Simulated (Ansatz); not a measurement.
Born–Oppenheimer molecular dynamics of C2H5AlClNO (11 atoms, charge 0, multiplicity 1). It starts from a relaxed structure.

All numbers below come from RKS B3LYP-D4/STO-3G (Ansatz).

```yaml
ensemble: NVE (velocity Verlet)
time_step: 2.5 fs
steps_asked: 40
starting_velocities_drawn_for: 300 K
seed: 439151
```

Frames 5 fs apart, positions in Å, forces in eV/Å.

Velocities at 0.0 fs (Å/ps):

```
C 3.27 -1.80 2.24
Al -1.19 6.30 -0.28
O -0.20 1.28 4.38
C -3.20 -9.65 2.29
N 2.81 0.19 -5.28
Cl 0.42 -1.78 -2.52
H 0.48 9.89 -5.15
H -1.46 -4.47 30.67
H -14.70 25.79 5.51
H -10.22 -18.39 18.97
H 6.51 -5.45 -3.90
```

```xyz
11
Properties=species:S:1:pos:R:3:forces:R:3 time_fs=0.0 energy_less_start_eV=0.000 T=300
C -1.622 1.034 0.632 0.00 0.00 0.00
Al 0.135 0.336 0.456 0.00 0.00 0.00
O 1.408 0.791 1.472 0.00 0.00 0.00
C 0.664 -0.957 -0.885 0.01 0.00 0.00
N 1.885 -1.396 -0.955 -0.02 0.01 0.00
Cl -0.649 -1.567 -2.096 0.00 0.00 0.00
H -1.701 1.749 1.460 0.00 0.00 0.00
H -2.356 0.238 0.814 0.00 0.00 0.00
H -1.943 1.553 -0.281 0.00 0.00 0.00
H 2.226 0.268 1.154 0.00 0.00 0.00
H 2.017 -2.105 -1.750 0.00 0.00 0.00
11
Properties=species:S:1:pos:R:3:forces:R:3 time_fs=5.0 energy_less_start_eV=0.124 T=205
C -1.613 1.030 0.641 -0.44 1.20 0.89
Al 0.131 0.367 0.455 0.80 -0.78 -0.34
O 1.406 0.797 1.493 0.09 -0.38 -0.24
C 0.651 -1.004 -0.873 0.79 0.51 0.17
N 1.897 -1.395 -0.982 -0.79 0.18 0.49
Cl -0.647 -1.576 -2.108 -0.10 -0.13 0.01
H -1.683 1.783 1.442 0.38 -0.26 0.28
H -2.330 0.257 0.935 -0.18 -0.17 -0.41
H -1.993 1.609 -0.201 -0.18 -0.52 -0.68
H 2.187 0.171 1.243 -0.30 0.34 0.03
H 2.043 -2.116 -1.759 -0.08 0.01 -0.21
11
Properties=species:S:1:pos:R:3:forces:R:3 time_fs=10.0 energy_less_start_eV=0.172 T=176
C -1.613 1.046 0.664 -1.31 0.40 -0.63
Al 0.133 0.391 0.450 0.90 -1.29 -0.49
O 1.402 0.800 1.512 -0.57 -0.02 -0.20
C 0.651 -1.041 -0.858 0.26 1.13 0.21
N 1.897 -1.393 -1.001 -0.30 -0.37 0.21
Cl -0.646 -1.586 -2.121 -0.07 -0.14 0.12
H -1.594 1.774 1.484 -0.23 0.20 -0.01
H -2.329 0.247 0.972 0.50 0.37 -0.23
H -2.075 1.549 -0.241 0.67 -0.57 1.04
H 2.130 0.115 1.326 0.29 -0.03 -0.13
H 2.048 -2.109 -1.797 -0.13 0.32 0.12
11
Properties=species:S:1:pos:R:3:forces:R:3 time_fs=15.0 energy_less_start_eV=0.271 T=108
C -1.627 1.069 0.686 1.84 -0.70 1.16
Al 0.142 0.403 0.441 0.23 -1.17 -0.24
O 1.391 0.802 1.528 -0.40 -0.10 -0.20
C 0.657 -1.056 -0.839 -0.43 1.23 -0.05
N 1.892 -1.395 -1.015 0.13 -0.06 0.54
Cl -0.645 -1.596 -2.132 0.06 -0.01 0.34
H -1.554 1.791 1.510 -0.60 0.25 -0.32
H -2.274 0.261 0.980 -0.42 -0.69 0.60
H -2.072 1.443 -0.192 -0.65 1.34 -1.44
H 2.104 0.086 1.384 0.23 0.07 -0.12
H 2.030 -2.057 -1.839 0.01 -0.16 -0.25
11
Properties=species:S:1:pos:R:3:forces:R:3 time_fs=20.0 energy_less_start_eV=0.227 T=129
C -1.624 1.081 0.712 -0.25 0.11 -0.56
Al 0.154 0.406 0.430 -0.24 -0.63 0.25
O 1.376 0.800 1.540 0.20 -0.43 -0.18
C 0.655 -1.047 -0.822 -0.17 0.54 -0.76
N 1.889 -1.400 -1.023 -0.10 0.04 0.20
Cl -0.643 -1.607 -2.142 0.20 0.20 0.59
H -1.643 1.880 1.489 -0.02 -0.54 -0.41
H -2.245 0.217 1.074 0.27 0.89 -0.36
H -2.098 1.510 -0.222 0.39 -0.62 1.05
H 2.115 0.090 1.418 -0.20 0.44 -0.07
H 2.005 -2.014 -1.900 -0.08 0.00 0.26
11
Properties=species:S:1:pos:R:3:forces:R:3 time_fs=25.0 energy_less_start_eV=0.281 T=84
C -1.615 1.093 0.730 1.07 0.11 -0.72
Al 0.163 0.402 0.422 -0.69 -0.07 0.71
O 1.361 0.795 1.550 -0.14 0.05 -0.07
C 0.650 -1.027 -0.820 0.20 -0.08 -1.21
N 1.884 -1.403 -1.025 -0.48 0.40 0.28
Cl -0.641 -1.617 -2.147 0.25 0.35 0.71
H -1.728 1.900 1.430 0.62 0.59 0.98
H -2.210 0.288 1.123 -0.74 -0.77 0.07
H -2.098 1.500 -0.149 -0.32 -0.35 -0.82
H 2.133 0.146 1.426 0.24 -0.05 -0.16
H 1.968 -1.987 -1.923 0.00 -0.18 0.23
11
Properties=species:S:1:pos:R:3:forces:R:3 time_fs=30.0 energy_less_start_eV=0.214 T=135
C -1.596 1.106 0.740 -0.91 -0.23 0.26
Al 0.167 0.398 0.419 -0.77 -0.10 0.67
O 1.345 0.790 1.559 0.05 0.11 0.01
C 0.647 -1.008 -0.841 -0.29 0.08 -0.90
N 1.871 -1.400 -1.022 0.00 0.30 0.26
Cl -0.636 -1.624 -2.148 0.16 0.35 0.60
H -1.677 1.950 1.485 0.38 -0.76 -0.88
H -2.259 0.294 1.145 0.68 0.44 -0.12
H -2.131 1.403 -0.185 0.38 0.22 0.25
H 2.171 0.218 1.402 0.15 -0.07 -0.15
H 1.933 -2.006 -1.900 0.18 -0.33 0.00
11
Properties=species:S:1:pos:R:3:forces:R:3 time_fs=35.0 energy_less_start_eV=0.161 T=185
C -1.587 1.112 0.747 0.31 -1.56 -1.90
Al 0.164 0.393 0.422 -0.65 -0.30 0.26
O 1.332 0.784 1.568 0.74 -0.14 -0.08
C 0.639 -0.986 -0.879 -0.43 0.40 -0.37
N 1.859 -1.393 -1.017 0.48 -0.33 -0.15
Cl -0.631 -1.628 -2.144 -0.11 0.20 0.33
H -1.544 1.928 1.433 -0.21 1.15 0.54
H -2.217 0.332 1.173 -0.11 -0.24 0.44
H -2.102 1.357 -0.206 0.32 0.49 0.58
H 2.212 0.296 1.348 -0.46 0.18 0.02
H 1.937 -2.080 -1.848 0.12 0.16 0.33
11
Properties=species:S:1:pos:R:3:forces:R:3 time_fs=40.0 energy_less_start_eV=0.127 T=208
C -1.569 1.098 0.737 0.77 0.60 1.04
Al 0.155 0.385 0.428 0.01 -0.47 -0.14
O 1.326 0.779 1.576 0.16 0.09 -0.15
C 0.625 -0.958 -0.926 0.70 0.23 0.09
N 1.853 -1.389 -1.011 -0.13 0.26 0.59
Cl -0.626 -1.632 -2.139 -0.46 -0.01 -0.05
H -1.462 2.007 1.384 -0.25 -0.81 -0.33
H -2.177 0.349 1.274 -0.20 0.40 -0.29
H -2.047 1.430 -0.172 -0.65 -0.10 -0.51
H 2.216 0.380 1.284 0.09 -0.15 -0.01
H 1.971 -2.147 -1.754 -0.04 -0.04 -0.25
11
Properties=species:S:1:pos:R:3:forces:R:3 time_fs=45.0 energy_less_start_eV=0.177 T=160
C -1.542 1.091 0.732 -1.13 1.28 0.30
Al 0.147 0.373 0.432 0.68 -0.66 -0.42
O 1.323 0.774 1.582 -0.08 0.07 -0.31
C 0.623 -0.925 -0.970 0.98 0.18 0.60
N 1.846 -1.383 -0.998 -0.06 0.09 0.40
Cl -0.625 -1.635 -2.134 -0.67 -0.14 -0.33
H -1.421 2.016 1.331 0.03 -0.39 0.06
H -2.196 0.429 1.334 0.08 0.22 -0.50
H -2.085 1.456 -0.166 0.11 -0.72 0.28
H 2.214 0.438 1.226 0.25 -0.22 0.02
H 1.992 -2.195 -1.690 -0.19 0.28 -0.11
11
Properties=species:S:1:pos:R:3:forces:R:3 time_fs=50.0 energy_less_start_eV=0.207 T=137
C -1.532 1.104 0.731 -0.86 0.00 -0.14
Al 0.144 0.355 0.433 0.61 -0.48 -0.36
O 1.323 0.770 1.582 0.45 -0.18 -0.62
C 0.640 -0.887 -1.003 0.02 0.29 0.88
N 1.839 -1.374 -0.977 0.61 -0.17 0.08
Cl -0.628 -1.640 -2.131 -0.52 -0.05 -0.34
H -1.375 1.995 1.320 -0.06 0.87 0.17
H -2.224 0.516 1.316 -0.13 -0.78 0.55
H -2.125 1.351 -0.149 0.23 0.36 -0.44
H 2.225 0.461 1.189 -0.32 -0.03 0.30
H 1.975 -2.192 -1.661 -0.04 0.17 -0.08
11
Properties=species:S:1:pos:R:3:forces:R:3 time_fs=55.0 energy_less_start_eV=0.210 T=146
C -1.543 1.120 0.733 -0.61 0.30 1.11
Al 0.146 0.333 0.431 0.08 0.32 0.14
O 1.325 0.764 1.574 0.04 -0.11 -0.44
C 0.657 -0.845 -1.018 -0.34 -0.30 0.64
N 1.841 -1.368 -0.954 0.48 0.14 -0.13
Cl -0.634 -1.644 -2.130 -0.12 0.22 -0.13
H -1.356 2.087 1.304 -0.59 -1.07 -0.89
H -2.228 0.492 1.364 0.69 0.50 -0.38
H -2.102 1.307 -0.196 0.12 0.35 0.11
H 2.223 0.456 1.197 0.09 -0.16 0.11
H 1.951 -2.161 -1.660 0.16 -0.21 -0.15
```

Of the whole run (100 fs, mean temperature of the second half 161 K): The conserved energy stayed within 4.7 meV per atom of its start (net change 3 meV per atom), so there is no drift, though single steps change it by up to 40 meV in the whole system, a sign of fast motions only just resolved. The temperature averaged 0.54 of the 300 K drawn at the start: a run that starts near a minimum puts about half its kinetic energy into the potential. A step of 2.5 fs is long for free X–H stretches (periods near 10 fs) and can bias their spread and the temperature. A run of 0.1 ps of so small a system gives no equilibrium averages. Limits of this set-up: minimal basis.

Run time: 2 min on 1 thread of Arm Neoverse V1, on a shared host, peak memory 0.12 GiB.
